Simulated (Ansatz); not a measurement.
CH6SSeSi can be A, `S[SiH2]C[SeH]`, or B, `CS[SiH2][SeH]`.

Isolated molecules relaxed with PBE0-D4/def2-TZVP in Ansatz; ΔE leaves out vibrations. CBS: MP2 limit from def2 TZ/QZ plus the TZ coupled-cluster correction, frozen cores. Functionals use def2-TZVPP. B3LYP here is the variant with VWN-RPA as its local correlation; programs differ in this. For Se outer-core shells are correlated without core-valence functions, which leaves a few kJ/mol of doubt a bond. Scalar relativity is left out up to krypton. Each species was taken in one conformer, which may not be the lowest.

(1) Which is lower in electronic energy at CCSD(T)/CBS, and by how much? (An estimate is asked.)

(2) Give E(B) − E(A) in kJ/mol with MP2/def2-TZVPP, B3LYP, r2SCAN-D4, PBE0-D4, B3LYP-D4, B2PLYP, CCSD(T)/def2-TZVPP. (Estimate.)

Largest T1 diagnostic: 0.010.

## Answers

(1) Computed: B, by 61.0 kJ/mol.

(2) Computed: MP2/def2-TZVPP -57.8, B3LYP -60.5, r2SCAN-D4 -65.0, PBE0-D4 -66.1, B3LYP-D4 -62.9, B2PLYP -59.6, CCSD(T)/def2-TZVPP -54.4. None reverses the order clearly.
